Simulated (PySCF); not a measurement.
Species: boron monobromide, BBr (singlet state).
SMILES: `[B]Br`

Computed, not measured: PySCF, PBE0-D3(BJ)/def2-SVP geometry optimisation, gas phase.

Take the most abundant isotopes and a rigid rotor. 

**Question.** What are the moment of inertia and the rotational constant?

**Answer.** I = 34.562 u·Å², B = 505379 MHz·u·Å²/I = 14622 MHz (0.4877 cm⁻¹, or 0.702 K as hB/k). For two atoms I = μr² with μ = 9.6615 u and r = 1.8914 Å.

**Question.** List the first levels of a rigid rotor in a Σ state.

**Answer.** E(J) = BJ(J+1): J = 1: 0.975, J = 2: 2.926, J = 3: 5.853, J = 4: 9.755, J = 5: 14.632, J = 6: 20.485 cm⁻¹.

**Question.** Where do the first rotational lines fall?

**Answer.** The dipole is 1.65 D; J+1 ← J lies at 2B(J+1): 1 ← 0 at 29.24 GHz, 2 ← 1 at 58.49 GHz, 3 ← 2 at 87.73 GHz, 4 ← 3 at 116.98 GHz, 5 ← 4 at 146.22 GHz, 6 ← 5 at 175.47 GHz.

Whether it is a minimum is left open (no frequencies). Constants of a rigid frame at the computed geometry: no zero-point averaging, no centrifugal distortion.
